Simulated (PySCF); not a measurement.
Si(H)(Cl)(Br)(vinyl) (C₂H₄BrClSi), SMILES C=C[SiH](Cl)Br. Geometry optimised at PBE0-D3(BJ)/def2-SVP. Other conformers were not sampled.

Computed equilibrium geometry at PBE0-D3(BJ)/def2-SVP (PySCF confirms it by a frequency run) as Cartesian coordinates in Å (one conformer of several):
```xyz
9

Si    -0.0961    -0.1894    -0.8265
Cl     0.8343     1.5081    -1.5456
Br     0.6555    -0.6443     1.2136
C     -1.9261     0.0983    -0.7787
C     -2.6841    -0.0004     0.3179
H      0.3033    -1.3101    -1.7139
H     -2.3999     0.3727    -1.7311
H     -2.2552    -0.2642     1.2909
H     -3.7638     0.1810     0.2894
```
Charge 0, spin multiplicity 1.
